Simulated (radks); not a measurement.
The nuclear charge of neutral gallium is varied continuously with 31 electrons held in [Ar] 3d10 4s2 4p1. All-electron calculation, non-relativistic Kohn-Sham, BLYP, spin-polarised, spherical densities, point nucleus; open shells are filled with parallel spins first. Program: a radial shooting solver on a logarithmic mesh with Libxc functionals. By the Hellmann-Feynman theorem dE/dZ = E(electron-nucleus)/Z, the electronic potential at the nucleus.

Z     E (hartree)  E(electron-nucleus)/Z (hartree)  HOMO  e(HOMO) (eV)  <r> HOMO (bohr)
30.8  -1895.34905                         -147.355    4p        -1.400            3.740
30.9  -1910.11661                         -147.996    4p        -2.043            3.547
31    -1924.94811                         -148.634    4p        -2.733            3.390
31.1  -1939.84344                         -149.272    4p        -3.465            3.256
31.2  -1954.80249                         -149.909    4p        -4.234            3.141
31.3  -1969.82518                         -150.545    4p        -5.040            3.040
31.4  -1984.91144                         -151.180    4p        -5.878            2.949
31.5  -2000.06119                         -151.815    4p        -6.749            2.868
31.6  -2015.27438                         -152.449    4p        -7.650            2.794
31.7  -2030.55094                         -153.082    4p        -8.581            2.726
31.8  -2045.89081                         -153.715    4p        -9.540            2.663
31.9  -2061.29396                         -154.348    4p       -10.527            2.605
32    -2076.76033                         -154.980    4p       -11.541            2.550

The central difference of E at Z = 31 is -148.634 hartree, to compare with the third column; the second derivative is -6.38 hartree.
